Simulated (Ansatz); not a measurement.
C$_{2}$H$_{6}$FGa (`[CH3][GaH][CH2]F`). Charge 0, multiplicity 1. The structure was optimised at the PBE0-D4/def2-TZVP level. It is one conformer, not always the lowest.

```xyz
10

C    -0.897    0.132   -1.476
Ga    0.543    0.507   -0.198
C     0.588   -0.410    1.571
F    -0.486   -1.287    1.727
H    -1.432    1.052   -1.724
H    -0.481   -0.255   -2.410
H    -1.605   -0.594   -1.078
H     1.704    1.528   -0.508
H     0.554    0.312    2.396
H     1.512   -0.986    1.699
```

(1) What is the dipole moment at r2SCAN/def2-TZVPP? (Best estimate.)

(2) And with PBE, B3LYP, ωB97M-V? (Estimate.)

(3) Give the Mulliken charges with r2SCAN, B3LYP, ωB97M-V in def2-TZVPP. (Best estimate.)

Answers

(1) Computed: 1.13 D, with components (0.67, 0.76, -0.50) D in this frame, pointing from negative to positive charge.

(2) The calculation gave: PBE 1.04 D, B3LYP 1.22 D, ωB97M-V 1.25 D.

(3) Computed: 
| atom | r2SCAN | B3LYP | ωB97M-V |
| --- | --- | --- | --- |
| C1 | -0.31 | -0.39 | -0.47 |
| Ga2 | 0.29 | 0.28 | 0.31 |
| C3 | 0.02 | -0.04 | -0.13 |
| F4 | -0.26 | -0.26 | -0.25 |
| H5 | 0.07 | 0.09 | 0.11 |
| H6 | 0.07 | 0.09 | 0.11 |
| H7 | 0.09 | 0.12 | 0.13 |
| H8 | -0.07 | -0.06 | -0.03 |
| H9 | 0.06 | 0.09 | 0.11 |
| H10 | 0.06 | 0.09 | 0.11 |

B3LYP here is the variant with VWN-RPA as its local correlation; programs differ in this.
